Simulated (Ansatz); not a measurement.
[NbOF4]- (NbOF₄⁻) was relaxed with r2SCAN-D4 (def2-SVPD) in Ansatz in these states: charge -1 singlet, neutral doublet. The geometries follow in no particular order.

In the def2 sets Nb takes a core potential; there is no spin–orbit coupling.

A:

```tsv
atom	x (Å)	y (Å)	z (Å)
Nb1	0.102	0.047	-0.015
O2	-1.604	-0.736	0.241
F3	0.588	-1.752	0.221
F4	1.079	0.678	1.431
F5	-0.992	1.567	-0.160
F6	0.827	0.197	-1.717
```

B:

```xyz
6

Nb   -0.015   -0.012    0.063
O    -0.408   -0.336    1.708
F    -0.339   -1.665   -0.894
F     1.864   -0.441   -0.127
F     0.551    1.839    0.008
F    -1.653    0.615   -0.759
```

Problem. Judge from the bond lengths which geometry belongs to which state (an estimate).

Solution. A is the neutral doublet (Nb1–O2 1.894 Å, Nb1–F4 1.856 Å, Nb1–F6 1.856 Å); B is the charge -1 singlet (Nb1–O2 1.723 Å, Nb1–F4 1.937 Å, Nb1–F6 1.937 Å).
